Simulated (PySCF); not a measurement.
Start geometry of (GeH3)2PPF2, `FP(F)[P]([GeH3])[GeH3]` from GFN2-xTB (Å):
```
atom  x, y, z in Å
F1     2.4398   -1.3261    1.2459
P2     0.8256   -1.2891    1.1619
F3     0.6895   -2.8457    0.7452
P4     0.6456   -0.4293   -0.8278
Ge5   -1.6550   -0.5487   -0.6129
Ge6    0.8629    1.6705    0.1188
H7    -2.3196    0.2985   -1.6565
H8    -2.2009   -0.1158    0.7199
H9    -2.1048   -1.9610   -0.8352
H10    0.0716    1.8953    1.3774
H11    0.4447    2.7287   -0.8577
H12    2.3019    1.9219    0.4540
```

Q: What comes out of this run: PBE0-D3(BJ)/def2-SVP geometry optimisation, gas phase in PySCF?

A: 
```
atom  x, y, z in Å
F1     2.723   -1.378    1.276
P2     1.109   -1.371    1.284
F3     0.859   -2.876    0.741
P4     0.796   -0.348   -0.675
Ge5   -1.498   -0.784   -0.622
Ge6    0.684    1.790    0.257
H7    -2.222    0.421   -1.244
H8    -1.978   -0.990    0.830
H9    -1.759   -2.055   -1.440
H10    0.084    1.757    1.677
H11   -0.199    2.643   -0.666
H12    2.108    2.364    0.310
```

The energy falls by 22.9 kJ/mol over 16 energy and gradient evaluations, the largest force component goes from 0.0150 to 2.0e-04 Eh/bohr, and the atoms move by 0.336 Å rms after alignment. The bond that changes most is P2–P4 (both ends three-coordinate phosphorus), which lengthens by 0.056 Å. Bonds longer at the end by more than 0.005 Å: 9 of 11; shorter: 0. Among the angles that change most is P2–P4–Ge6, from 88.7° to 94.4°. Among the dihedrals that turn most is Ge6–P4–Ge5–H7, from 76° to 49°. Rotational constants go from 954.9, 889.7, 505.0 to 914.0, 846.0, 477.3 MHz. The orientation of the end geometry is arbitrary; only internal coordinates are fixed.

The run used 158 basis functions and 104 SCF cycles in all.

PBE0-D3(BJ)/def2-SVP frequencies: not computed here. One conformer, not necessarily the lowest.
